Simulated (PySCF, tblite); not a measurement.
Isomers of C7H14N2Si, one GFN2-xTB conformer each. Single-point energies are computed at PBE0/pcSseg-1 (PySCF, gas phase, no added dispersion term), electronic only.

Task: Rank them by PBE0/pcSseg-1 energy, lowest first (kcal/mol).
A. `[CH3:1][N:2]([C@H:3]1[CH:4]=[N:5][SiH2:6][CH2:7]1)[CH:8]1[CH2:9][CH2:10]1` with C1–N2–C3–C4 -63°, C1–N2–C8–C9 152°, N2–C3–C4–N5 142°, C4–N5–Si6–C7 -6°, N5–Si6–C7–C3 12°, N2–C8–C9–C10 -107°
B. `[CH:1]#[C:2][Si@@H:3]1[NH:4][CH2:5][C@@H:6]([CH:7]([CH3:8])[CH3:9])[NH:10]1` with C5–C6–C7–C8 -59°, C2–Si3–N4–C5 -135°, Si3–N4–C5–C6 31°, N4–C5–C6–C7 -157°, C5–C6–N10–Si3 26°
C. `[CH2:1]=[CH:2][CH2:3][N:4]([CH3:5])[C@@H:6]1[CH:7]=[N:8][SiH2:9][CH2:10]1` with C1–C2–C3–N4 -128°, C2–C3–N4–C5 -170°, C3–N4–C6–C7 -168°, N4–C6–C7–N8 -143°, C7–N8–Si9–C10 7°, N8–Si9–C10–C6 -13°, N4–C6–C10–Si9 141°

Result: B (0.0), A (19.2), C (19.4).

As drawn, the lowest has a C≡C bond and an N–H bond, which the highest lacks; the highest has a C=N bond and a C=C bond outside aromatic rings, which the lowest lacks. Neighbours under 2.5 kcal/mol apart (CN(C1CC1)[C@H]1C=N[SiH2]C1 and C=CCN(C)[C@@H]1C=N[SiH2]C1) can change places with a better method, another conformer or zero-point energy. GFN2-xTB itself gives, in the same order: 0.0, 1.1, 8.2. Both levels put the same isomer lowest; measured from each level's own lowest isomer, the values differ by up to 18.1 kcal/mol (CN(C1CC1)[C@H]1C=N[SiH2]C1: 1.1 against 19.2).

Task: Which frontier levels, dipoles and rotational constants go with these structures?

Result: 
```csv
SMILES,"HOMO (eV, PBE0/pcSseg-1)",LUMO (eV),dipole (D),"A, B, C (MHz)"
C#C[Si@@H]1NC[C@@H](C(C)C)N1,-6.49,-0.12,0.74,"2431, 611.8, 543.8"
CN(C1CC1)[C@H]1C=N[SiH2]C1,-6.37,-0.36,2.60,"2740, 628.9, 602.4"
C=CCN(C)[C@@H]1C=N[SiH2]C1,-6.37,-0.42,2.59,"1935, 712.3, 617.3"
```

Task: What happens when harmonic zero-point energies from GFN2-xTB frequencies are added?

Result: 
| SMILES | ZPE (kcal/mol) | electronic (kcal/mol) | with ZPE (kcal/mol) |
| --- | --- | --- | --- |
| C#C[Si@@H]1NC[C@@H](C(C)C)N1 | 124.4 | 0.0 | 0.0 |
| CN(C1CC1)[C@H]1C=N[SiH2]C1 | 123.2 | 19.2 | 17.9 |
| C=CCN(C)[C@@H]1C=N[SiH2]C1 | 122.3 | 19.4 | 17.2 |

The zero-point energies span 2.1 kcal/mol. The lowest isomer stays, but the order above it changes.
